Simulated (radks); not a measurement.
Results of a calculation; reference values are marked as such.
Charge is removed step by step from the 3d (averaged over the sub-levels emptied) level of neutral germanium, starting from [Ar] 3d10 4s2 4p2. Code: a radial shooting solver on a logarithmic mesh with Libxc functionals. Model: Dirac Kohn-Sham, PBE, spin-unpolarised, spherical densities, finite nucleus; open shells are shared between the two j in proportion to 2j + 1; Fermi nuclear charge, rms radius 4.0742 fm.

| removed (e) | E - E(0) (eV) | eigenvalue (eV) | E minus straight line (eV) |
|---|---|---|---|
| 0 | 0.000 | -29.303 | 0.000 |
| 0.125 | 3.800 | -31.507 | -1.035 |
| 0.25 | 7.880 | -33.782 | -1.791 |
| 0.375 | 12.248 | -36.122 | -2.258 |
| 0.5 | 16.913 | -38.524 | -2.428 |
| 0.625 | 21.882 | -40.985 | -2.295 |
| 0.75 | 27.161 | -43.502 | -1.850 |
| 0.875 | 32.759 | -46.074 | -1.087 |
| 1 | 38.682 | -48.697 | 0.000 |

Removing the whole electron costs 38.682 eV by Delta-SCF, against 29.303 eV from minus the eigenvalue at the starting occupation. Slater's transition state (half an electron removed) gives 38.524 eV. Integrating minus the eigenvalue over the occupation (Janak's theorem) gives 38.682 eV. The mean slope of the eigenvalue, de/dn, is 19.4 eV per electron.
